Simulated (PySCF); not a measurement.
One of the candidates below gave these computed data.

All candidates are C5H9N3OSi.

| technique | computed result |
| --- | --- |
| Dipole | 3.90 D [PBE0/pcSseg-1] |
| NMR, other nuclei | isotropic shieldings of nuclei other than C and H, by class: -113 (1 N), -102 (1 N), -13 (1 N), -294 (1 O), 434 (1 Si) ppm [GIAO PBE0/pcSseg-1] |
| Rotational structure | rotational constants A, B, C: 1.517, 1.039, 0.626 GHz [GFN2-xTB] |
| 13C NMR | chemical shifts (computed TMS as zero) by class: 199.3 (1 C), 158.6 (1 C), 152.6 (1 C), 41.7 (1 C), 29.1 (1 C) ppm [GIAO PBE0/pcSseg-1] |
| 1H NMR | chemical shifts (computed TMS as zero) by class: 4.61 (3 H), 4.37 (3 H), 2.72 (3 H) ppm [GIAO PBE0/pcSseg-1] |

The electronic properties come from PySCF, for the isolated species, density fitting. Levels stand in brackets. One conformer (not necessarily the lowest) at the GFN2-xTB geometry, without solvent, vibrations or thermal averaging. NMR values are class means; diastereotopic atoms form classes of their own.

Question: Which candidate is it?
A. `Cc1ncnnc1CO[SiH3]`
B. `CC(=O)c1nn(C)nc1[SiH3]`
C. `C[SiH2]Oc1nncnc1C`
D. `CCc1ncnnc1O[SiH3]`
E. `C/C(C#N)=N/[SiH2]CNC=O`

Answer: B. It is `CC(=O)c1nn(C)nc1[SiH3]`. Numbering: `[CH3:1][C:2](=[O:3])[c:4]1[n:5][n:6]([CH3:7])[n:8][c:9]1[SiH3:10]`. Its formula, C5H9N3OSi, gives 4 degrees of unsaturation: 1 ring and 3 π bonds in the structure found (Kekulé form). 5 carbons fall into 5 classes; from least to most shielded: ketone carbonyl carbon [C2] (199.3 ppm), substituted aromatic carbon [C4] (158.6 ppm), substituted aromatic carbon [C9] (152.6 ppm), N-methyl carbon [C7] (41.7 ppm), methyl carbon next to a carbonyl [C1] (29.1 ppm). Hydrogen classes from least to most shielded: 3 H on an SiH3 silicon, Si10 (4.61 ppm), 3 H on an N-methyl carbon, C7 (4.37 ppm), 3 H on a methyl carbon next to a carbonyl, C1 (2.72 ppm, a mean of values up to 0.7 ppm apart in this geometry). The other shieldings belong to: -113 ppm, pyridine-type nitrogen [N8]; -102 ppm, pyridine-type nitrogen [N5]; -13 ppm, pyrrole-type nitrogen [N6]; -294 ppm, ketone oxygen [O3]; 434 ppm, SiH3 silicon [Si10]. By its constants the optimised geometry is an asymmetric top.

The others, at the same levels:
- `Cc1ncnnc1CO[SiH3]` fails: its computed 13C shifts are 165.9 (1 C), 164.3 (1 C), 163.4 (1 C), 71.2 (1 C), 23.5 (1 C) ppm, 1H shifts are 9.87 (1 H), 5.49 (2 H), 4.53 (3 H), 2.96 (3 H) ppm and rotational constant A is 1.948 GHz (against 1.517 GHz).
- `C[SiH2]Oc1nncnc1C` fails: its computed 13C shifts are 169.6 (1 C), 158.3 (1 C), 156.5 (1 C), 22.9 (1 C), -2.3 (1 C) ppm, 1H shifts are 9.50 (1 H), 5.36 (2 H), 2.69 (3 H), 0.71 (3 H) ppm and rotational constant A is 2.086 GHz (against 1.517 GHz).
- `CCc1ncnnc1O[SiH3]` fails: its computed 13C shifts are 168.7 (1 C), 161.1 (1 C), 158.7 (1 C), 32.1 (1 C), 15.0 (1 C) ppm, 1H shifts are 9.55 (1 H), 5.21 (3 H), 3.00 (2 H), 1.36 (3 H) ppm and smallest rotational constant is 0.654 GHz (against 0.626 GHz).
- `C/C(C#N)=N/[SiH2]CNC=O` fails: its computed 13C shifts are 165.4 (1 C), 149.2 (1 C), 114.7 (1 C), 35.3 (1 C), 26.4 (1 C) ppm, 1H shifts are 7.88 (1 H), 5.74 (2 H), 5.20 (1 H), 2.58 (2 H), 2.33 (3 H) ppm and rotational constant A is 2.550 GHz (against 1.517 GHz).

Each candidate is one conformer, not necessarily the lowest. The conformers computed, where there is a choice (atom-mapped SMILES and torsion angles):
- `[CH3:1][C:2](=[O:3])[c:4]1[n:5][n:6]([CH3:7])[n:8][c:9]1[SiH3:10]`: C1–C2–C4–N5 0°
- `[CH3:1][c:2]1[n:3][cH:4][n:5][n:6][c:7]1[CH2:8][O:9][SiH3:10]`: N6–C7–C8–O9 120°, C7–C8–O9–Si10 -61°
- `[CH3:1][SiH2:2][O:3][c:4]1[n:5][n:6][cH:7][n:8][c:9]1[CH3:10]`: C1–Si2–O3–C4 -63°, Si2–O3–C4–N5 2°
- `[CH3:1][CH2:2][c:3]1[n:4][cH:5][n:6][n:7][c:8]1[O:9][SiH3:10]`: C1–C2–C3–N4 -102°, N7–C8–O9–Si10 -1°
- `[CH3:1]/[C:2]([C:3]#[N:4])=[N:5]/[SiH2:6][CH2:7][NH:8][CH:9]=[O:10]`: C2–N5–Si6–C7 -124°, N5–Si6–C7–N8 -168°, Si6–C7–N8–C9 -2°, C7–N8–C9–O10 0°
